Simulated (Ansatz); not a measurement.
Ansatz (an electronic-structure program) input (wB97M-V/def2-TZVPD):

Ansatz 0.2 input:
```yaml
crystal:
  periodic: [false, false, false]
  atoms:
    - {symbol: N, position_ang: [1.62579679, -0.28851070, 0.23095717]}
    - {symbol: Si, position_ang: [-0.00791811, 0.00083750, -0.00231280]}
    - {symbol: F, position_ang: [-0.60829860, -0.50866620, -1.37688846]}
    - {symbol: F, position_ang: [-0.84195332, -0.72707808, 1.12503755]}
    - {symbol: F, position_ang: [-0.28170644, 1.55651215, 0.03389430]}
    - {symbol: H, position_ang: [1.97770507, -1.17829524, 0.54164024]}
    - {symbol: H, position_ang: [2.34019625, 0.29923431, -0.16435174]}
basis:
  gaussian:
    orbitals: def2-TZVPD
hamiltonian:
  xc: {name: wB97M-V}
output: {forces: true}
```

End of the output:

```
mean field evaluation 4: about -17559.5393 eV, gradient 1.6e0 eV
mean field evaluation 8: about -17559.5663 eV, gradient 2.2e-2 eV
mean field evaluation 16: about -17559.5663 eV, gradient 7.8e-6 eV
mean field -17559.56625397 eV, -645.3021575319 hartree, gradient 7.8e-6 eV, S^2 0.000000; 0 other end points of the search recorded, 0 dependent functions left out
the calculation of the forces begins
reference -17559.56632477 eV, -645.3021601337 hartree; 25, 25 occupied and 193, 193 virtual orbitals, 1156 factors
Total energy: -17559.56632477 eV, -645.3021601337 hartree
Atom 0 at     1.625797    -0.288511     0.230957 Å, force    -0.033805     0.005209    -0.006455 eV/Å
Atom 1 at    -0.007918     0.000838    -0.002313 Å, force    -0.015795     0.000475    -0.007115 eV/Å
Atom 2 at    -0.608299    -0.508666    -1.376888 Å, force     0.026606     0.014333     0.043658 eV/Å
Atom 3 at    -0.841953    -0.727078     1.125038 Å, force     0.026661     0.018320    -0.028404 eV/Å
Atom 4 at    -0.281706     1.556512     0.033894 Å, force     0.012025    -0.041335     0.000101 eV/Å
Atom 5 at     1.977705    -1.178295     0.541640 Å, force    -0.004356     0.015727    -0.007691 eV/Å
Atom 6 at     2.340196     0.299234    -0.164352 Å, force    -0.011337    -0.012730     0.005906 eV/Å
Dipole moment:     0.573819    -0.136454     0.009051 e Å
```
